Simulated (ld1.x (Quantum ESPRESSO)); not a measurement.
N, RRKJ: configuration errors across variants

```
Element                 : nitrogen (N)
Generator               : ld1.x (Quantum ESPRESSO) 7.5
Type                    : norm-conserving RRKJ (Kleinman–Bylander form)
Functional              : PBE
Relativity              : scalar-relativistic
Frozen core             : [He]
Valence charge          : 5
Reference configuration : 2s2 2p3
Partial waves           : 2s (bound): rc 0.75 bohr; 2p (bound): rc 1.35 bohr; 3d channel at 0.25 Ry: rc 1.35 bohr
Local potential         : the d channel
Core correction         : a·sin(br)/r model core, default radius (core density twice the valence density)
```

All-electron excitation energies from the reference (eV): (1) 2s2 2p2 13.591; (2) 2s2 2p1 42.445; (3) 2s2 2p0 89.528; (4) 2s2 2p3.3 -1.619; (5) 2s1 2p0 167.346; (6) 2s1 2p3 25.372; (7) 2s1 2p4 11.508.

The default core radius of the base comes out at 0.41 bohr.

3 further variants failed, have other tests or another functional or relativity, and are left out.

Errors AE − PS in meV (a dash: test not solved or not reliable):

```tsv
change	(1)	(2)	(3)	(4)	(5)	(6)	(7)	bound ghosts
base	+9.9	+108	+510	+0.2	+881	-8.8	+7.1	none
local potential the s channel	+8.8	+102	+495	+0.1	+848	-9.8	+7.8	none
core correction none	+11	+119	+601	+0.2	+1054	-12	+7.1	none
wave 3d channel at 0.25 Ry: rc 1.35 bohr becomes 3d channel at 0.25 Ry: rc 1.18 bohr	+9.6	+107	+508	+0.2	+877	-9.3	+7.0	none
wave 3d channel at 0.25 Ry: rc 1.35 bohr becomes 3d channel at 1.52 Ry: rc 1.35 bohr	+9.8	+107	+510	+0.2	+880	-8.9	+7.1	none
all radii but the core radius scaled by about 1.36 (s 1.02, p 1.84, d 1.84 bohr)	+37	+356	+1507	+0.5	+2516	-61	-2.9	none
```

(1) Give the same row for: wave 2p (bound): rc 1.35 bohr becomes 2p (bound): rc 1.26 bohr.

Results:

(1) +7.6, +83, +397, +0.2, +696, -2.8, +7.8; bound ghosts: none.
